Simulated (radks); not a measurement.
Values are calculated unless marked as measured or tabulated.
Question: Code: a radial shooting solver on a logarithmic mesh with Libxc functionals. Model: scalar-relativistic Kohn-Sham, PBE, spin-polarised, spherical densities, finite nucleus; open shells are filled with parallel spins first (spin-orbit coupling, left out, can overturn this in heavy ions); Fermi nuclear charge, rms radius of each element as measured or else 0.836 A^(1/3) + 0.57 fm. Response by self-consistent Sternheimer equations with the Hartree and adiabatic LDA kernel, the relativistic mass of each level held fixed and spin-orbit coupling left out. Rank Ge3+, Ga2+, Rb8+, Br6+, Zn+, Se5+, Cu, Kr7+, As4+ (NIST ground configurations) by static dipole polarisability, largest first.

Answer: Cu 41.62, Zn+ 16.65, Ga2+ 9.134, Ge3+ 5.761, As4+ 3.941, Se5+ 2.846, Br6+ 2.136, Kr7+ 1.651, Rb8+ 1.306 bohr^3.
